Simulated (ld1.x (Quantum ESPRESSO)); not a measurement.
**copper (Cu): one change to a TM semilocal potential, before and after**

copper (Cu), norm-conserving Troullier–Martins (semilocal form), made with ld1.x (Quantum ESPRESSO) 7.5 (PBE, scalar-relativistic). Core [Ne], reference 3s2 3p6 3d9 4s0 4p0 (charge +2). Waves: 3s (bound): rc 1.20 bohr; 3p (bound): rc 1.05 bohr; 3d (bound): rc 1.20 bohr. Local part: the d channel. Core correction: none.

All-electron outer shells of the reference configuration (PBE, scalar-relativistic, ld1.x):

```
shell  level (eV)  outermost node (bohr)  outermost maximum (bohr)
   2p     -942.70                      –                      0.16
   3s     -140.29                   0.29                      0.61
   3p      -97.62                   0.26                      0.62
   3d      -29.63                      –                      0.60
   4s      -22.35                   0.88                      1.95
   4p      -15.35                   0.95                      2.36
```

Change: wave 3s (bound): rc 1.20 bohr becomes 3s (bound): rc 1.78 bohr.

Cutoffs: the cutoffs (Ry, on a coarse ladder) from which the occupation-weighted sum of valence levels, in a spherical-Bessel basis at the reference potential, stays within 10 and 1 mRy of its value at 400 Ry; they do not see the model core or the augmentation charge, which bear on the density cutoff. Errors are all-electron minus pseudo energies relative to the spin-unpolarised reference configuration.

Question: How do hardness, ghosts and transferability respond?

Answer: The potential gets neither clearly harder nor softer (180 Ry and 300 Ry → 180 Ry and 300 Ry); the d channel sets the loose cutoff, while the largest relative change is in s, which becomes softer; of the 7 tests that both files solve, the error grows in 4 and shrinks in 0 by more than 15 % and 0.3 meV (median size 512.6 → 1088.9 meV); neither file shows a bound ghost at the reference potential, the only one tested. More of the atom is replaced by a form fitted at one configuration, so other configurations suffer. A semilocal file is local in each channel, so a ghost entry of none says nothing of the separable form that plane-wave codes build from it.

| quantity | base | changed |
| --- | --- | --- |
| cutoff, loose | 180 Ry | 180 Ry |
| cutoff, tight | 300 Ry | 300 Ry |
| loose cutoff by channel (10 mRy a level) | s 55 Ry, p 80 Ry, d 140 Ry | s 30 Ry, p 80 Ry, d 140 Ry |
| bound ghosts | none | none |
| error for 3s2 3p6 3d10 4s1 4p0, meV [ΔE -29.48 eV] | +903 | +1923 |
| error for 3s2 3p6 3d10 4s0 4p0, meV [ΔE -21.33 eV] | -18 | -18 |
| error for 3s2 3p6 3d8 4s0 4p0, meV [ΔE 39.02 eV] | -25 | -23 |
| error for 3s2 3p6 3d9 4s1 4p0, meV [ΔE -17.90 eV] | +1503 | +3012 |
| error for 3s2 3p6 3d9 4s1 4p1, meV [ΔE -22.67 eV] | +1330 | +2691 |
| error for 3s2 3p6 3d10 4s0 4p1, meV [ΔE -25.34 eV] | -4.2 | -3.8 |
| error for 3s2 3p6 3d10 4s0.5 4p0, meV [ΔE -26.32 eV] | +513 | +1089 |

Changed file: These tests converged, but a pseudo level misses the all-electron one widely, so the file describes the atom poorly there or has found another state: 3s2 3p6 3d10 4s1 4p0: 4s by 1.4 eV; 3s2 3p6 3d10 4s0 4p0: empty 4s by 2.5 eV; 3s2 3p6 3d8 4s0 4p0: empty 4s by 5.3 eV; 3s2 3p6 3d9 4s1 4p0: 4s by 2.4 eV; 3s2 3p6 3d9 4s1 4p1: 4s by 2.2 eV; 3s2 3p6 3d10 4s0.5 4p0: 4s by 1.9 eV.
